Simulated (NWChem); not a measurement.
C4H4ClF; SMILES C=C/C(=C\F)Cl

```xyz
10

C     -1.9655     1.2423     0.0000
C     -1.3184     0.0704     0.0000
C      0.1251    -0.1203     0.0000
Cl     1.1797     1.2871     0.0000
C      0.7239    -1.3198     0.0000
F     -0.0030    -2.4518     0.0000
H     -3.0502     1.2737     0.0000
H     -1.4421     2.1929     0.0000
H     -1.8801    -0.8607     0.0000
H      1.7936    -1.4920     0.0000
```
Atoms are numbered in this order, from 1.

All runs: NWChem. Pople sets run with spherical d functions. STO-3G and 3-21G are far too small for this property and stand as cheap habits. Geometry: optimised at B3LYP/6-31G* (spherical d). B3LYP is NWChem's, with the RPA form of VWN correlation. Field at 589 nm.

| level | isotropic polarisability (bohr³) | anisotropy (bohr³) |
|---|---|---|
| B3LYP/STO-3G | 33.1 | 46.8 |
| B3LYP/6-31G* | 56.1 | 58.5 |
| B3LYP/def2-SVP | 57.7 | 56.9 |
